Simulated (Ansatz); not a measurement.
```yaml
crystal:
  periodic: [false, false, false]
  atoms:
    - {symbol: Hg, position_ang: [-1.679217, 0.570764, 1.306880]}
    - {symbol: Hg, position_ang: [1.540460, 1.563084, -0.636634]}
    - {symbol: Hg, position_ang: [-0.100468, -1.908196, -1.302691]}
    - {symbol: Te, position_ang: [-0.684723, 0.657123, -1.836854]}
    - {symbol: Br, position_ang: [3.658829, 2.349089, 0.346777]}
    - {symbol: Br, position_ang: [-2.618742, -1.722297, 1.166927]}
    - {symbol: Br, position_ang: [-0.642274, 2.751859, 1.893618]}
    - {symbol: Br, position_ang: [0.526136, -4.261426, -0.938012]}
basis:
  gaussian: {orbitals: def2-TZVP}
magnetization: {spin_polarized: true, initial_magnetization: 2}
hamiltonian: {xc: pbe0, dispersion: d4}
scf: {omitted_lower_state_checks: [starts]}
output: {orbitals: {seedname: orbitals}}
```

```sh
$ ansatz run in.yaml --threads 6 --pin off --events-out ev --progress --plain --max-ram 7833MiB
```

(1) Does this run fit into the memory that it is given?

Answers

(1) No. It has 371 basis functions, and Ansatz plans for 8.34 GiB where 7.64 GiB are given.
